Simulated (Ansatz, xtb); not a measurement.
Relative energy of two isomers of C5H6F3N

Structure I: `C=N/C(=C\C)C(F)(F)F`, a singlet. Structure II: `FC(F)[C@]1(F)C=NCC1`, a singlet. Both are isolated molecules in the gas phase, relaxed with r2SCAN-D4/def2-SVP; the shapes shown needn't be the lowest conformers.

I (Å):

```xyz
15

C     0.4475    2.3323   -2.0679
C    -1.1681    1.0660   -0.9174
C    -1.4086    0.0642   -0.0375
C    -0.3591   -0.7471    0.6290
C    -2.3283    1.8193   -1.5290
F    -2.3211    1.7234   -2.8757
F    -2.2686    3.1360   -1.2366
F    -3.5220    1.3748   -1.1074
N     0.1416    1.3971   -1.2537
H     1.5144    2.5117   -2.2657
H    -0.2717    2.9833   -2.5955
H    -2.4532   -0.1616    0.1986
H    -0.5010   -1.8178    0.4012
H    -0.4441   -0.6561    1.7259
H     0.6443   -0.4354    0.3133
```

II (Å):

```xyz
15

C     1.3290    1.2932   -0.5128
C    -0.1585    0.9672   -0.5777
C    -1.0029    2.2066   -0.8219
C    -1.4853    1.6889    1.2916
C    -0.7344    0.4581    0.7416
F     1.5545    2.0957    0.5625
F     1.7042    1.9676   -1.6256
F    -0.2918    0.0501   -1.6125
N    -1.7104    2.5910    0.1631
H     1.9484    0.3811   -0.4241
H    -0.9821    2.7424   -1.7801
H    -0.8880    2.2317    2.0446
H    -2.4473    1.4429    1.7691
H    -1.4367   -0.3522    0.4897
H     0.0256    0.0553    1.4275
```

Problem. Estimate which is lower in electronic energy at CCSD(T)/def2-SVP + ΔMP2/def2-TZVPP, and by roughly how much.

Solution. The CCSD(T)/def2-SVP + ΔMP2/def2-TZVPP calculation puts structure II lower, by 0.360 eV.

Level by level:

```csv
level,geometry,E(II) − E(I) (eV),departure from the last row (eV),"job, with rough time for the two"
GFN2-xTB,GFN2-xTB,−0.765,−0.405,"optimisation, 0.21 s"
HF/STO-3G,GFN2-xTB,−1.553,−1.194,"single point, 0.4 s"
r2SCAN-D4/def2-SVP//GFN2-xTB,GFN2-xTB,−0.148,+0.211,"single point, 4.1 s"
r2SCAN-D4/def2-SVP,r2SCAN-D4/def2-SVP,−0.143,+0.217,"optimisation, 63 s"
HF/def2-SVP,r2SCAN-D4/def2-SVP,−0.213,+0.146,part of the CCSD(T) run
MP2/def2-SVP,r2SCAN-D4/def2-SVP,−0.244,+0.115,part of the CCSD(T) run
CCSD(T)/def2-SVP,r2SCAN-D4/def2-SVP,−0.213,+0.146,single point
CCSD(T)/def2-SVP + ΔMP2/def2-TZVPP,r2SCAN-D4/def2-SVP,−0.360,,"single point, 2.5 min"
```

As drawn, II has 2 C–C in place of 1 C=C. Structure I has no ring, II a 5-membered ring.

The levels shown agree on the order. The largest departure from CCSD(T)/def2-SVP + ΔMP2/def2-TZVPP is that of HF/STO-3G, 1.194 eV. A small imaginary or near-zero mode remains, so no thermal terms are given. The last row adds to CCSD(T) the change of the MP2 difference between the two basis sets, here −0.146 eV, a large step that makes the value less sure.

The correlated steps freeze 9 core orbitals. Codes used: Ansatz 0.2.0, xtb 6.7.1; the last row on 4 threads of Arm Neoverse V2 on a shared host.
